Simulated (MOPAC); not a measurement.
Job for MOPAC: AM1 on InSb, 2S+1 = 3, a spin state set in the input, which need not be the lowest, a point of a bond scan (R = 2.877 Å).

```
AM1 1SCF PRECISE CHARGE=0 UHF MS=1 THREADS=1
InSb

In     0.00000000 1     0.00000000 1     0.00000000 1
Sb     0.00000000 1     0.00000000 1     2.87678300 1
```

Program output:

```
*******************************************************************************
 **                                                                           **
 **                              MOPAC v23.2.5                                **
 **                                                                           **
 *******************************************************************************
 ** MOPAC's Digital Object Identifier: https://doi.org/10.5281/zenodo.6511958 **
 **                                                                           **
 ** Please cite the open-source release paper for use of this MOPAC version:  **
 ** J. E. Moussa and J. J. P. Stewart (2026)                                  **
 ** MOPAC: An open-source semiempirical molecular orbital program             **
 ** J. Open Source Softw., 11(119), 8025, https://doi.org/10.21105/joss.08025 **
 *******************************************************************************

                              AM1 CALCULATION RESULTS

 *******************************************************************************
 *  AM1        - The AM1 Hamiltonian to be used
 *  UHF        - UNRESTRICTED HARTREE-FOCK CALCULATION
 *
 *
 *
 *                 CHARGE ON SYSTEM = 0
 *
 *
 *
 *  MS=        - IN MECI, MAGNETIC COMPONENT OF SPIN =  1.0
 *  PRECISE    - TIGHTER CRITERIA TO BE USED
 *  1SCF       - DO 1 SCF AND THEN STOP
 *  THREADS=1  - MULTI-THREADING NOT USED
 *  T=         - A TIME OF 172800.0 SECONDS REQUESTED
 *  DUMP=N     - RESTART FILE WRITTEN EVERY 7200.0 SECONDS REQUESTED
 *******************************************************************************
AM1 1SCF PRECISE CHARGE=0 UHF MS=1 THREADS=1
 InSb

   ATOM   CHEMICAL          X               Y               Z
  NUMBER   SYMBOL      (ANGSTROMS)     (ANGSTROMS)     (ANGSTROMS)

     1      In          0.00000000  *   0.00000000  *   0.00000000  *
     2      Sb          0.00000000  *   0.00000000  *   2.87678300  *



          CARTESIAN COORDINATES

    NO.       ATOM           X           Y           Z

     1        In          0.0000      0.0000      0.0000
     2        Sb          0.0000      0.0000      2.8768

 In: (AM1): J. J. P. STEWART, J. MOL. MOD., 10, 155-164 (2004)
 Sb: (AM1): J. J. P. STEWART, J. MOL. MOD., 10, 155-164 (2004)

           Empirical Formula: In Sb  =     2 atoms



      MOLECULAR POINT GROUP   :   C*v


          UHF CALCULATION, NO. OF ALPHA ELECTRONS =    5
                           NO. OF BETA  ELECTRONS =    3

 -------------------------------------------------------------------------------
 AM1 1SCF PRECISE CHARGE=0 UHF MS=1 THREADS=1
 InSb



     1SCF WAS SPECIFIED, SO BFGS WAS NOT USED
     SCF FIELD WAS ACHIEVED


                              AM1 CALCULATION
                                                       MOPAC v23.2.5 Linux




          FINAL HEAT OF FORMATION =         71.61494 KCAL/MOL =     299.63692 KJ/MOL


          COSMO AREA              =        114.40 SQUARE ANGSTROMS
          COSMO VOLUME            =        105.59 CUBIC ANGSTROMS

          IONIZATION POTENTIAL    =          6.742721 EV
          ALPHA SOMO LUMO (EV)    =         -6.743 -1.240
          BETA  SOMO LUMO (EV)    =         -7.361 -1.301
          NO. OF ALPHA ELECTRONS  =          5
          NO. OF BETA  ELECTRONS  =          3
          MOLECULAR WEIGHT        =        236.5700         POINT GROUP:  C*v

          MOLECULAR DIMENSIONS (Angstroms)

            Atom       Atom       Distance
           Sb     2   In     1     2.87678
           Sb     2   In     1     0.00000
           In     1   Sb     2     0.00000


          SCF CALCULATIONS        =          1





   ATOM   CHEMICAL          X               Y               Z
  NUMBER   SYMBOL      (ANGSTROMS)     (ANGSTROMS)     (ANGSTROMS)

     1      In          0.00000000  *   0.00000000  *   0.00000000  *
     2      Sb          0.00000000  *   0.00000000  *   2.87678300  *

                             CARTESIAN COORDINATES

   1   In        0.000000000     0.000000000     0.000000000
   2   Sb        0.000000000     0.000000000     2.876783000


           Empirical Formula: In Sb  =     2 atoms



      MOLECULAR POINT GROUP   :   C*v


          ALPHA EIGENVALUES
 -18.23618 -12.98385  -7.05527  -6.74272  -6.74272  -1.23974  -1.23974   0.16446


           BETA EIGENVALUES
 -17.25973 -12.75736  -7.36135  -1.30139  -1.30139  -0.35399  -0.35399   0.09526


              NET ATOMIC CHARGES AND DIPOLE CONTRIBUTIONS

  ATOM NO.   TYPE          CHARGE      No. of ELECS.   s-Pop       p-Pop
    1         In           0.254346        2.7457     1.96243     0.78322
    2         Sb          -0.254346        5.2543     1.95232     3.30203
 DIPOLE           X         Y         Z       TOTAL
 POINT-CHG.     0.000     0.000    -3.515     3.515
 HYBRID         0.000    -0.000     0.979     0.979
 SUM            0.000    -0.000    -2.536     2.536


          ATOMIC ORBITAL ELECTRON POPULATIONS

     Atom    s        px        py        pz
    1 In   1.96243   0.09402   0.09402   0.59519
    2 Sb   1.95232   0.90598   0.90598   1.49006


                    (SZ)    =    1.000000
                    (S**2)  =    2.024674


          ATOMIC ORBITAL SPIN POPULATIONS

    Atom   Total    s     px     py     pz
         Atomic
    1 In  0.3144 -0.008  0.094  0.094  0.134
    2 Sb  1.6856  0.005  0.906  0.906 -0.132

 **********************
 *                    *
 * JOB ENDED NORMALLY *
 *                    *
 **********************




 == MOPAC DONE ==
```

The run finished.

Cost: around 0.020 core-seconds (rough).
